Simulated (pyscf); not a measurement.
[H₃C–N(CH₃)–AlH]• (SMILES C[N](C)[AlH]), doublet

Gas-phase minimum from PySCF at ωB97X-D3(BJ)/def2-SVP, one conformer. [H₃C–N(CH₃)–AlH]• lies 7.2 kcal/mol over its isomer [H₃C–Al(CH₃)–NH]•, and others may lie lower still (electronic energy, ωB97M-D3(BJ)). 

```
N
C 1 1.4501
H 2 1.1021 1 110.77
H 2 1.1080 3 107.63 1 122.42
H 2 1.1080 3 107.63 4 115.15
C 1 1.4520 2 112.61 3 179.95
H 6 1.1016 1 110.69 2 179.99
H 6 1.1080 7 107.74 1 -122.32
H 6 1.1080 7 107.74 8 -115.35
Al 1 1.7916 2 124.45 3 -0.11
H 10 1.6074 1 115.03 2 -179.92
```
Charge 0, spin multiplicity 2.

Properties at ωB97X-D3(BJ)/def2-SVP:

| Property | Value |
|---|---|
| Harmonic wavenumbers, unscaled | 200, 237, 237, 302, 310, 367, 603, 668, 1033, 1094, 1116, 1173, 1253, 1320, 1441, 1463, 1468, 1471, 1491, 1511, 1832, 3001, 3006, 3063, 3071, 3134, 3143 cm⁻¹ |
| Zero-point energy | 55.8 kcal/mol |
| Rotational symmetry number | 1 |
| Entropy of this conformer at 298 K and 1 atm, rigid rotor and harmonic oscillator, modes under 100 cm⁻¹ raised to 100 | 319.1 J/(mol K) |
| Dipole moment | 1.03 D |
| Spin expectation value S2 | 0.752 |

Single-point totals, which compare only within one level:

```
level                   total energy (hartree)
----------------------  ----------------------
ωB97X-D3(BJ)/def2-TZVP              -377.71691
PBE/def2-TZVP                       -377.30906
r²SCAN/def2-TZVP                    -377.51951
B3LYP-D3(BJ)/def2-TZVP              -377.67355
PBE0-D3(BJ)/def2-TZVP               -377.35642
M06-2X/def2-TZVP                    -377.54397
ωB97M-D3(BJ)/def2-TZVP              -377.69852
```
